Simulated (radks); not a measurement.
Values are calculated unless marked as measured or tabulated.
Task: Tc12+, 31 electrons, occupied as [Ar] 3d10 4s2 4p0.75 5p0.25 (fractional occupations, a model configuration). Level of theory: Dirac Kohn-Sham, BP86, spin-unpolarised, spherical densities, point nucleus; open shells fill j = l - 1/2 first (a radial shooting solver on a logarithmic mesh with Libxc functionals).

Spin-orbit splittings of the eigenvalues, e(l+1/2) - e(l-1/2), with zeta = 2 splitting/(2l+1) and mean radii in bohr:

| shell | occ. | splitting (eV) | zeta (eV) | <r> j=l-1/2 | <r> j=l+1/2 |
|---|---|---|---|---|---|
| 2p | 6 | 118.5 | 79.00 | 0.1270 | 0.1317 |
| 3p | 6 | ? | ? | 0.4055 | 0.4157 |
| 3d | 10 | 3.923 | 1.569 | 0.3903 | 0.3936 |
| 4p | 0.75 | 4.452 | 2.968 | 0.9783 | 0.9952 |
| 4d | 0 | 0.7921 | 0.3169 | 1.074 | 1.079 |
| 4f | 0 | 0.08065 | 0.02304 | 1.184 | 1.185 |
| 5p | 0.25 | 1.693 | 1.129 | 1.815 | 1.838 |
| 6p | 0 | 0.8334 | 0.5556 | 2.905 | 2.934 |

Estimate the 3p splitting.

Result: 20.14 eV (zeta = 13.43 eV).
